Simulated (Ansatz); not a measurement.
CH6OSiZn, SMILES `C[SiH2][O][ZnH]`. The species carries charge 0 and has multiplicity 1. The geometry is a stationary point of PBE0-D4/def2-TZVP. It is one conformer, not always the lowest.

```xyz
10

C     0.234    1.690    0.500
Si   -0.105   -0.137    0.619
O    -0.004   -0.830   -0.846
Zn   -0.165   -2.301   -1.804
H     0.166    2.156    1.488
H     1.236    1.876    0.104
H    -0.489    2.179   -0.157
H    -1.463   -0.348    1.208
H     0.877   -0.757    1.561
H    -0.288   -3.529   -2.674
```

Question: What is the dipole moment at r2SCAN/def2-TZVPP? (Estimate.)

Answer: The calculation gave: 1.17 D, with components (0.01, -0.59, -1.01) D in this frame, pointing from negative to positive charge.

Question: And with PBE, B3LYP, ωB97M-V? (Best estimate.)

Answer: Ansatz gave: PBE 1.13 D, B3LYP 1.20 D, ωB97M-V 1.22 D.

Question: Give the Mulliken charges with r2SCAN, PBE, ωB97M-V in def2-TZVPP. (An estimate is asked.)

Answer: The calculation gave: 
```
atom  r2SCAN    PBE  ωB97M-V
  C1   -0.30  -0.37    -0.45
 Si2    0.54   0.43     0.46
  O3   -0.51  -0.37    -0.50
 Zn4    0.40   0.28     0.37
  H5    0.06   0.10     0.11
  H6    0.07   0.10     0.11
  H7    0.07   0.10     0.11
  H8   -0.12  -0.11    -0.08
  H9   -0.12  -0.11    -0.08
 H10   -0.09  -0.05    -0.06
```

B3LYP here is the variant with VWN-RPA as its local correlation; programs differ in this.
